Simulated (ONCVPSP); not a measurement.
**Sr (Z = 38): excitation energies, all-electron against ONCV**

ONCVPSP 4.0.1 input, shortened (lines: element, Z, core and valence counts, functional; n l f; lmax; l rc ep ncon nbas qcut; lloc lpopt rc5 dvloc0; l nproj debl; icmod fcfact rcfact), LDA (Perdew-Wang 92), non-relativistic:

```
  Sr 38.00    6    3  -001012      upf
    1    0    2.00
    2    0    2.00
    2    1    6.00
    3    0    2.00
    3    1    6.00
    3    2   10.00
    4    0    2.00
    4    1    6.00
    5    0    1.50
    2
    0    2.50    0.00    4    8    5.40
    1    2.25    0.00    4    7    6.30
    2    2.75    0.11    4    8    3.80
    4    5    1.70    1.00
    0    2    3.00
    1    2    0.40
    2    3    0.70
    0    0.00    0.00
```

In the p channel the program set the typed energies aside and used -0.954, 0.250 Ha. In the d channel the program set the typed energies aside and used -0.159, 0.541, 1.241 Ha.

Energies are relative to the spin-unpolarised reference configuration 4s2 4p6 5s1.5; without spin polarisation the order of configurations can differ from experiment.

```json
{"valence configuration": "4s2 4p6 5s2", "charge": "0", "ΔE all-electron (eV)": "-2.375", "error AE − PS (meV)": "0.0"}
{"valence configuration": "4s2 4p6 5s1", "charge": "+1", "ΔE all-electron (eV)": "3.593", "error AE − PS (meV)": "-0.1"}
{"valence configuration": "4s2 4p6 5s0", "charge": "+2", "ΔE all-electron (eV)": "14.592", "error AE − PS (meV)": "-1.2"}
{"valence configuration": "4s2 4p6 4d1 5s0", "charge": "+1", "ΔE all-electron (eV)": "5.027", "error AE − PS (meV)": "+5.0"}
```
